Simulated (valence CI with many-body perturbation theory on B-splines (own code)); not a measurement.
# Energy levels of Ce²⁶⁺

Computed by valence CI with perturbative core correlation (CI+MBPT): four valence electrons over a frozen Dirac-Fock core [Ar] 3d10, radial functions for each j: 11 s, 11 p, 10 d, 8 f, 5 g, 2 h, with the one-electron correlation potential Σ1 (screened to all orders), the two-electron term Σ2, the three-electron term Σ3, Breit, model QED; selected single and double excitations, second order for the rest, scaled by the run's own slope (own B-spline code, finite nucleus).

The last digits are not significant, and no measured levels were compared; by estimate large intervals hold to a few tenths of a per cent, small ones and those within an open d or f shell to about a per cent. Among the levels kept, up to 510 cm⁻¹ of a level comes from second order outside the variational space, and about a tenth of that is noise between levels of different J, which matters for small intervals.

Levels 46 to 90 of 179, with energies above the lowest level, (4s^2 4p1/2^2) J=0. "Leading %" is the weight of the configuration and term that name the level; weights of strongly mixed levels are sums over their largest components and can fall short, so below about 35 % the name and the second component can differ from the true leading terms, or belong to a minority configuration. In the jj column 3d3/2^4 stands for four electrons in 3d with j = 3/2.

```
No.  Configuration  Term  J  E (cm⁻¹)  Leading %  Second component                   Leading jj
 46        4s4p²4d    ³G  3   1704600         48   12 % 4s4p²4d ⁵D  4s 4p1/2 4p3/2 4d3/2 (70 %)
 47        4s4p²4d    ⁵P  1   1704900         62   18 % 4s4p²4d ³P  4s 4p1/2 4p3/2 4d3/2 (82 %)
 48        4s4p²4d    ⁵D  3   1709400         25   23 % 4s4p²4d ¹F  4s 4p1/2 4p3/2 4d5/2 (54 %)
 49        4s4p²4d    ³P  2   1709600         51   16 % 4s4p²4d ³F  4s 4p1/2 4p3/2 4d5/2 (50 %)
 50        4s4p²4d    ³D  1   1714400         27   22 % 4s4p²4d ¹P  4s 4p1/2 4p3/2 4d3/2 (42 %)
 51        4s4p²4d    ¹G  4   1748700         25   24 % 4s4p²4d ³G  4s 4p1/2 4p3/2 4d5/2 (53 %)
 52        4s4p²4d    ³D  1   1761500         75    9 % 4s4p²4d ³P  4s 4p1/2 4p3/2 4d3/2 (79 %)
 53        4s4p²4d    ³G  4   1765400         34   29 % 4s4p²4d ¹G  4s 4p1/2 4p3/2 4d5/2 (86 %)
 54        4s4p²4d    ³D  3   1769300         52   32 % 4s4p²4d ³F  4s 4p1/2 4p3/2 4d5/2 (61 %)
 55        4s4p²4d    ³D  3   1772500         40   21 % 4s4p²4d ³F  4s 4p1/2 4p3/2 4d5/2 (73 %)
 56        4s4p²4d    ³D  1   1791000         71   10 % 4s4p²4d ¹P  4s 4p1/2 4p3/2 4d5/2 (82 %)
 57        4s4p²4d    ³P  0   1791100         77       10 % 4p⁴ ¹S  4s 4p1/2 4p3/2 4d5/2 (33 %)
 58        4s4p²4d    ³F  2   1794500         45   16 % 4s4p²4d ³D  4s 4p1/2 4p3/2 4d3/2 (64 %)
 59        4s4p²4d    ³P  0   1806100         69       14 % 4p⁴ ¹S  4s 4p1/2 4p3/2 4d3/2 (41 %)
 60        4s4p²4d    ³F  2   1817400         34   23 % 4s4p²4d ³D  4s 4p1/2 4p3/2 4d5/2 (50 %)
 61        4s4p²4d    ³F  3   1817900         38   26 % 4s4p²4d ¹F  4s 4p1/2 4p3/2 4d5/2 (67 %)
 62        4s4p²4d    ³P  1   1823600         45   29 % 4s4p²4d ³S  4s 4p1/2 4p3/2 4d5/2 (83 %)
 63        4s4p²4d    ³D  2   1827700         61   14 % 4s4p²4d ¹D  4s 4p1/2 4p3/2 4d5/2 (74 %)
 64        4s4p²4d    ¹S  0   1835100         40       36 % 4p⁴ ³P               4p3/2^4 (41 %)
 65        4s4p²4d    ³P  1   1837300         28   23 % 4s4p²4d ³D  4s 4p1/2 4p3/2 4d3/2 (35 %)
 66        4s4p²4d    ³D  2   1845000         37   27 % 4s4p²4d ³P  4s 4p1/2 4p3/2 4d5/2 (53 %)
 67        4s4p²4d    ³F  4   1852900         50   27 % 4s4p²4d ⁵D      4s 4p3/2^2 4d5/2 (82 %)
 68        4s4p²4d    ³G  5   1867800         61   36 % 4s4p²4d ⁵F      4s 4p3/2^2 4d5/2 (88 %)
 69        4s4p²4d    ³D  3   1879000         41   16 % 4s4p²4d ³F      4s 4p3/2^2 4d3/2 (61 %)
 70        4s4p²4d    ³P  2   1881500         24   24 % 4s4p²4d ³D      4s 4p3/2^2 4d3/2 (63 %)
 71        4s4p²4d    ³P  1   1885500         33   22 % 4s4p²4d ¹P      4s 4p3/2^2 4d3/2 (64 %)
 72        4s4p²4d    ³F  4   1919900         65   12 % 4s4p²4d ³G      4s 4p3/2^2 4d3/2 (72 %)
 73        4s4p²4d    ³P  0   1943300         58   19 % 4s4p²4d ¹S      4s 4p3/2^2 4d3/2 (29 %)
 74        4s²4p4f    ¹F  3   1951300         18   14 % 4s4p²4d ¹F      4s 4p3/2^2 4d5/2 (39 %)
 75        4s4p²4d    ³F  4   1960300         22   19 % 4s²4p4f ³F      4s^2 4p1/2 4f7/2 (44 %)
 76        4s4p²4d    ³S  1   1964000         37   26 % 4s4p²4d ³P      4s 4p3/2^2 4d5/2 (78 %)
 77        4s²4p4f    ³G  3   1968400         29   27 % 4s4p²4d ³D      4s 4p3/2^2 4d5/2 (44 %)
 78        4s4p²4d    ³D  2   1973500         17   12 % 4s4p²4d ³F      4s 4p3/2^2 4d3/2 (31 %)
 79        4s4p²4d    ³D  1   1981400         48   31 % 4s4p²4d ¹P      4s 4p3/2^2 4d3/2 (69 %)
 80        4s4p²4d    ³P  2   1981700         29    11 % 4s²4d² ³F      4s 4p3/2^2 4d5/2 (24 %)
 81        4s²4p4f    ³D  3   1988700         28   16 % 4s4p²4d ³F      4s^2 4p1/2 4f7/2 (50 %)
 82        4s4p²4d    ³D  3   1991600         42   17 % 4s4p²4d ³F      4s 4p3/2^2 4d5/2 (58 %)
 83        4s4p²4d    ³D  1   1996900         63   11 % 4s4p²4d ³P      4s 4p3/2^2 4d3/2 (68 %)
 84        4s4p²4d    ³D  2   1999100         45   28 % 4s²4p4f ³F      4s 4p3/2^2 4d3/2 (37 %)
 85        4s4p²4d    ³F  4   2003900         43   28 % 4s²4p4f ³G      4s 4p3/2^2 4d5/2 (46 %)
 86        4s4p²4d    ³D  3   2011500         52   16 % 4s²4p4f ³F      4s 4p3/2^2 4d5/2 (51 %)
 87        4s4p²4d    ³D  2   2024300         21   13 % 4s4p²4d ³P      4s 4p3/2^2 4d3/2 (37 %)
 88        4s4p²4d    ¹D  2   2033300         62   12 % 4s4p²4d ³D      4s 4p3/2^2 4d5/2 (81 %)
 89        4s4p²4d    ¹F  3   2051400         49   12 % 4s²4p4f ³G      4s 4p3/2^2 4d5/2 (33 %)
 90        4s4p²4d    ³P  1   2084200         47   37 % 4s4p²4d ¹P      4s 4p3/2^2 4d5/2 (62 %)
```

Where two levels of one J and parity lie close, their mixing, g and order are uncertain.
